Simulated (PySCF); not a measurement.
## Electron affinity of Tl by level of theory

Tl⁻ [Xe] 4f14 5d10 6s2 6p2 [6p1/2^2, M_J = 0] → Tl [Xe] 4f14 5d10 6s2 6p1 [6p1/2^1, M_J = 1/2], as a difference of total energies. Computed with PySCF 2.14 in x2c-SVPall-2c with one added diffuse shell each of s, p type (8s12p7d2f, 93 functions), with the two-component X2C-1e Hamiltonian. Correlated levels: [Kr] 4d10 4f14 frozen; the 22 highest virtual spinors dropped. "Screened" scales the spin-orbit matrix elements by Boettger's factors to mimic the two-electron term; Breit and QED terms are absent.

| method | electron affinity (eV) | error (eV) |
| --- | --- | --- |
| GHF (spin-free) | -0.052 | -0.372 |
| GMP2 (spin-free) | 0.179 | -0.141 |
| GHF (screened spin-orbit) | -0.425 | -0.745 |
| GMP2 (screened spin-orbit) | -0.004 | -0.324 |

Reference: 0.320 eV (measured; photodetachment measurements, as compiled on the Wikipedia data page of electron affinities).

The spin-free rows relax to the high-spin LS determinant and lack the spin-orbit shift.

Errors of the correlated levels include the incompleteness of this basis and the frozen core.

The labels give the starting determinants; with spin-orbit coupling the two ends relaxed to ⟨J²⟩ = 0.00, ⟨L²⟩ = 1.51, ⟨S²⟩ = 1.51 and ⟨J²⟩ = 0.76, ⟨L²⟩ = 2.20, ⟨S²⟩ = 0.94.

A negative affinity means that the anion lies above the atom at that level of theory.
